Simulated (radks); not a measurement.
Values are calculated unless marked as measured or tabulated.
Excited configurations of Tl III: one electron is placed in a higher orbital outside [Xe] 4f14 5d10. The ground configuration is [Xe] 4f14 5d10 6s1. Level of theory: Dirac Kohn-Sham, PBEsol, spin-unpolarised, spherical densities, point nucleus; open shells are shared between the two j in proportion to 2j + 1 (a radial shooting solver on a logarithmic mesh with Libxc functionals). Excitation = E - E(ground); binding = E(ion) - E, where the ion is the core of charge +3; n* = 3/sqrt(2 binding) in atomic units, and the quantum defect is n - n*. Eigenvalue and <r> are those of j = l + 1/2.

outer orbital  excitation (eV)  binding (eV)     n*  quantum defect  eigenvalue (eV)  <r> (bohr)
5f                      22.064         8.100  3.888           1.112           -6.310       5.357
6p                       9.402        20.762  2.429           3.571          -16.349       2.937
6d                      18.520        11.643  3.243           2.757           -9.419       4.466
7s                      17.269        12.895  3.082           3.918          -11.029       4.911
7p                      19.938        10.226  3.460           3.540           -8.501       5.982
7f                      26.269         3.895  5.607           1.393           -3.278       14.02

Estimate the row for 7d.

Answer. excitation (eV) 23.222; binding (eV) 6.942; n* 4.200; quantum defect 2.800; eigenvalue (eV) -5.802; <r> (bohr) 8.158. The Delta-SCF ionisation energy is 30.164 eV (NIST Atomic Spectra Database: 29.852 eV, measured). Self-interaction in the functional shifts the binding energies and quantum defects, so they are the method's values and not measured ones. Spin polarisation and multiplet splitting are left out, so open shells lie too high by an amount that depends on their filling.

Beside tabulated values, note that spin-unpolarised runs miss the spin-polarisation part of the exchange energy of open shells.
